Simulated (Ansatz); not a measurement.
`[F][Al]([SH])[SH]` + H–F → `[F][Al]([F])[SH]` + H₂S at 600 K and 1 bar (ligand exchange at the Al–S bond).

Program: Ansatz. Geometries: PBE0-D4/def2-TZVP. ΔE: electronic, gas phase. CCSD(T)/CBS is the MP2 limit (def2-TZVPP, def2-QZVPP) plus CCSD(T) − MP2 in def2-TZVPP, frozen cores. This one scheme is used for every species. One conformer a species, not always the lowest.

| species | CCSD(T)/CBS energy (Eh) | H − E (kJ/mol) | S (J/(mol·K)) |
| --- | --- | --- | --- |
| `[F][Al]([SH])[SH]` | -1138.73400 | 107.6 | 405.2 |
| H–F | -100.39570 | 42.3 | 194.0 |
| `[F][Al]([F])[SH]` | -840.18239 | 81.6 | 374.4 |
| H₂S | -398.97279 | 60.8 | 230.9 |

H − E and S are ideal-gas, rigid-rotor, harmonic terms from PBE0-D4/def2-TZVP, for one conformer and one mirror image of each species. 1 Eh = 2625.50 kJ/mol, R = 8.31446 J/(mol·K).

Q: By hand: ΔE, ΔH, ΔS and ΔG.

A: ΔE = (-840.18239) + (-398.97279) − (-1138.73400) − (-100.39570) = -0.02548 Eh = -66.9 kJ/mol. Δ(H − E) = 81.6 + 60.8 − 107.6 − 42.3 = -7.5, so ΔH = -74.4 kJ/mol. ΔS = 374.4 + 230.9 − 405.2 − 194.0 = 6.1 J/(mol·K). ΔG = -74.4 − 600 × (6.1)/1000 = -78.1 kJ/mol.

Q: By hand: the equilibrium constant, and the temperature at which ΔG would vanish if ΔH and ΔS stayed fixed.

A: log₁₀ K = −ΔG/(RT ln 10) = 6.8. ΔH and −TΔS have one sign here, so there is no such temperature.

The number of gas molecules stays the same, so ΔS is small and ΔH decides. A doubt of 5 kJ/mol in ΔE shifts log₁₀ K by 0.4 here. Other conformers and mirror images would add mixing entropy, several J/(mol·K) or more a flexible species. These are equilibria of isolated gas molecules and say nothing of rates. Largest T1 diagnostic: 0.012 (customary marks: 0.02 for closed shells, 0.045 for open ones).

ΔS is within the doubt of such terms, so its sign, and with it that verdict, could turn.
